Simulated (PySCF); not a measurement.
**Working out the excitation energy of Cl+**

Cl+ [Ne] 3s2 3p4 (3P) → Cl+ [Ne] 3s2 3p3 3d1 (5D). Calculation: PySCF 2.14, in x2c-TZVPPall with one added diffuse shell each of s, p, d type (6s6p4d1f, 51 functions); scalar relativity by spin-free X2C-1e. Frozen: [Ne]. Energies in hartree (1 hartree = 27.21139 eV):

```
            part  Cl+ (lower)  Cl+ (upper)
             UHF  -460.456209  -459.980414
CCSD correlation    -0.149032    -0.122328
             (T)    -0.004416    -0.003182
```

What does Hartree-Fock give?

(-459.980414) − (-460.456209) = 0.475795 hartree = 12.947 eV.

What do CCSD and CCSD(T) give?

The CCSD correlation energies differ by 0.026704 hartree = 0.727 eV and the triples by 0.001234 hartree = 0.034 eV, so CCSD gives 13.674 eV and CCSD(T) 13.708 eV.

Measured between the centres of the two terms (NIST): 13.633 eV, so CCSD(T) (valence) is off by 0.075 eV.

What remains against the reference includes basis incompleteness, the frozen core and higher excitations.
